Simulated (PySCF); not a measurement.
A PySCF script (with the pyscf-properties extension) for the NMR shieldings of `O=C(O)C[Si@H](O)[SiH2]S`, C2H8O3SSi2, on a GFN2-xTB geometry:

```python
import basis_set_exchange as bse
import numpy as np
from pyscf import gto, dft
from pyscf.prop import nmr

atoms = """
O    -2.606140    1.013087   -0.609423
C    -2.308910   -0.091115   -0.202709
O    -3.169500   -0.832393    0.505507
C    -0.973796   -0.700638   -0.335806
Si    0.172283    0.458532    0.702640
O    -0.105111    1.964703    0.181239
Si    2.393938    0.200161    0.200298
S     3.096925   -1.546625    1.256004
H    -4.012562   -0.365063    0.613810
H    -0.984425   -1.730443    0.003679
H    -0.654546   -0.654393   -1.374573
H    -0.260849    0.296615    2.098789
H    -0.978464    2.172354   -0.170086
H     2.755962   -0.036229   -1.204095
H     3.257466    1.284851    0.668387
H     4.370130   -1.424460    0.922413
"""
names = dict.fromkeys(["O", "C", "Si", "S", "H"], "pcSseg-1")
basis = {el: gto.basis.parse(bse.get_basis(n, elements=[el], fmt="nwchem")) for el, n in names.items()}
mol = gto.M(atom=atoms, basis=basis, charge=0, verbose=0)
mf = dft.RKS(mol, xc="PBE0")
mf.grids.level = 2
mf.grids.alignment = dft.numint.BLKSIZE   # the property module wants whole blocks of grid points
mf.conv_tol = 1e-9
mf.kernel()

calc = nmr.RKS(mf)   # GIAO
C = mf.mo_coeff
Co = C[:, mf.mo_occ > 0]
resp = mf.gen_response(singlet=True, hermi=2)
def vind(x):   # induced exchange potential for any number of trial vectors
    d = np.einsum("pi,xij,qj->xpq", C, 2 * x.reshape(-1, C.shape[1], Co.shape[1]), Co, optimize=True)
    return np.einsum("xpq,pi,qj->xij", resp(d - d.transpose(0, 2, 1)), C, Co, optimize=True).ravel()
mo1, _ = nmr.rhf.solve_mo1(calc, with_cphf=vind)
sigma = calc.kernel(mo1)
for i, s in enumerate(sigma):   # ppm
    print("%2d %-2s %9.2f" % (i, mol.atom_pure_symbol(i), np.trace(s) / 3))
```

**Question.** What are the results?

**Answer.** 
```
 0 O     -87.45
 1 C       6.40
 2 O     115.98
 3 C     161.07
 4 Si    361.76
 5 O     316.48
 6 Si    414.61
 7 S     801.84
 8 H      25.45
 9 H      29.52
10 H      29.60
11 H      26.24
12 H      28.17
13 H      26.78
14 H      26.69
15 H      31.91
```

These numbers come from an equivalent density-fitted implementation of the same equations, which agrees with the script to about 0.01 ppm for H and up to a few tenths of a ppm for heavy atoms, so last digits may differ.

**Question.** Turn these shieldings into chemical shifts. Referencing at the same level of theory: 17O (σ = 336.08 ppm) against H2O; 13C (σ = 186.93 ppm), 29Si (σ = 349.16 ppm), 1H (σ = 31.72 ppm) against TMS; CS2 for 33S (σ = 503.73 ppm).

**Answer.** Averaging equivalent atoms: O 0: 423.5; O 2: 220.1; O 5: 19.6; C 1: 180.5; C 3: 25.9; Si 4: -12.6; Si 6: -65.5; S 7: -298; H 8: 6.27; H 11: 5.48; H 14: 5.03; H 13: 4.94; H 12: 3.55; H 9: 2.19; H 10: 2.12; H 15: -0.19 ppm. Unscaled 17O shifts of doubly bonded oxygen tend to come out too high, by tens of ppm or more. Experimental scales use liquid or dissolved standards, which lie at an offset from isolated H2O (liquid H2O: subtract about 36 ppm).

Size and cost of the density-fitted run: 197 basis functions, 77 s wall time on 1 thread of an Arm Neoverse N1, shared host; peak memory 0.88 GiB.
